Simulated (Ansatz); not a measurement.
Single points on the cluster Be₃Br₄⁺.

```yaml
crystal:
  periodic: [false, false, false]
  atoms:
    - {symbol: Be, position_ang: [-1.228965, 0.208021, -0.127175]}
    - {symbol: Be, position_ang: [0.422134, -1.165539, 0.183288]}
    - {symbol: Be, position_ang: [0.801915, 0.962915, -0.004845]}
    - {symbol: Br, position_ang: [-0.195666, 0.207081, 1.957404]}
    - {symbol: Br, position_ang: [2.346815, -0.453925, -0.401252]}
    - {symbol: Br, position_ang: [-1.425719, -1.856053, -0.629744]}
    - {symbol: Br, position_ang: [-0.720524, 2.097501, -0.977677]}
basis:
  gaussian: {orbitals: def2-TZVP, initial_orbitals: start.molden}
total_charge: 1
magnetization: {spin_polarized: true, initial_magnetization: 1}
hamiltonian: {xc: hf}
scf: {omitted_lower_state_checks: [starts]}
output: {orbitals: {seedname: orbitals}}
```

The file start.molden holds the orbitals of an earlier run on this structure, at another level or in another basis.

```sh
$ ansatz run in.yaml --threads 4 --pin off --events-out ev --progress --plain --max-ram 4787MiB
```

Shortened log:

```
Functional definition: HF
1759 factors; integrals over basis functions are off by at most 4.8e-4 eV
mean field evaluation 1: about -281189.7497 eV, gradient 3.3e1 eV
mean field evaluation 2: about -281190.8568 eV, gradient 1.4e0 eV
mean field evaluation 4: about -281190.9130 eV, gradient 8.5e-2 eV
mean field evaluation 8: about -281190.9130 eV, gradient 1.8e-5 eV
mean field -281190.91304543 eV, -10333.5754563732 hartree, gradient 1.8e-5 eV, S^2 0.757721; 0 other end points of the search recorded, 0 dependent functions left out
reference -281190.91304543 eV, -10333.5754563732 hartree; 76, 75 occupied and 173, 174 virtual orbitals, 1759 factors
Total energy: -281190.91304543 eV, -10333.5754563732 hartree
Checks for a lower state left out: starts
```

Hardware: 4 threads of Intel Xeon on a shared host. Wall time 24 s, peak host memory 1.2 GiB.

The first input with `gaussian: {orbitals: def2-SVP, initial_orbitals: start.molden}`, `hamiltonian: {xc: pbe0, dispersion: d4}` (abridged; 12 s):

```
Functional definition: PBE0
mean field -281319.16960494 eV, -10338.2887979998 hartree, gradient 4.5e-5 eV, S^2 0.753078
Total energy: -281319.49968779 eV, -10338.3009283208 hartree
Checks for a lower state left out: starts
```

As the first input, with `gaussian: {orbitals: STO-3G}` (abridged; 2.4 s):

```
Functional definition: HF
mean field -278160.08791345 eV, -10222.1946871400 hartree, gradient 2.8e-5 eV, S^2 0.758189
Total energy: -278160.08791345 eV, -10222.1946871400 hartree
Checks for a lower state left out: starts
```

Geometry: PBE0-D4/def2-SVP.

The structure comes from a short search, and lower isomers may exist.
